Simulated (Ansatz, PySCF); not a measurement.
Ru(O)3(OH)2 (H₂O₅Ru), SMILES [O]=[Ru](=[O])(=[O])([OH])[OH], multiplicity 1. Atoms are numbered in the order given.

```xyz
8

Ru    -0.1285     0.0351     0.0000
O      0.4259     1.6360     0.0000
O      0.3925    -1.5978     0.0000
O     -1.7961     0.0389     0.0000
O      0.3970     0.0597     1.8491
H      0.4851    -0.8602     2.1567
O      0.3970     0.0597    -1.8491
H      0.4851    -0.8602    -2.1567
```
Charge 0, spin multiplicity 1.

Geometry optimised at B3LYP-D3(BJ)/def2-SVP. The multiplicity is an assumed one; other spin states were not compared. The def2 effective core potentials stand for the cores of Ru; spin–orbit coupling is left out. The values are those of a single conformer.

Two levels are set side by side: PBE-D3(BJ)/def2-SVP (Ansatz, a program for electronic structure) and B3LYP-D3(BJ)/def2-SVP (Ansatz). Each level has its own optimised geometry; the coordinates shown are those of the second. Frequencies come from the Hessian of PySCF at each geometry. Differences are taken from unrounded values.

| quantity | B3LYP-D3(BJ) |
|---|---|
| mean bond length (Å) | 1.553 |
| bond Ru1–O2 (Å) | 1.694 |
| bond Ru1–O3 (Å) | 1.714 |
| bond Ru1–O4 (Å) | 1.668 |
| bond Ru1–O5 (Å) | 1.922 |
| bond Ru1–O7 (Å) | 1.922 |
| bond O5–H6 (Å) | 0.974 |
| bond O7–H8 (Å) | 0.974 |
| highest harmonic wavenumber (cm⁻¹) | 3744 |
| mean harmonic wavenumber (cm⁻¹) | 931 |
| zero-point energy (kcal/mol) | 23.97 |

Question: What does PBE-D3(BJ) give, and how far is it from B3LYP-D3(BJ)? (Estimate from the structure and the level; the computed values follow.)

Answer: 
| quantity | PBE-D3(BJ) | PBE-D3(BJ) minus B3LYP-D3(BJ) |
|---|---|---|
| mean bond length (Å) | 1.567 | 0.014 |
| bond Ru1–O2 (Å) | 1.712 | 0.017 |
| bond Ru1–O3 (Å) | 1.732 | 0.018 |
| bond Ru1–O4 (Å) | 1.688 | 0.020 |
| bond Ru1–O5 (Å) | 1.935 | 0.012 |
| bond Ru1–O7 (Å) | 1.935 | 0.012 |
| bond O5–H6 (Å) | 0.984 | 0.010 |
| bond O7–H8 (Å) | 0.984 | 0.010 |
| highest harmonic wavenumber (cm⁻¹) | 3624 | -120 |
| mean harmonic wavenumber (cm⁻¹) | 897 | -34 |
| zero-point energy (kcal/mol) | 23.08 | -0.88 |

Exact exchange shortens and stiffens bonds; PBE has none. Differences between two approximate levels are no errors against the true value.
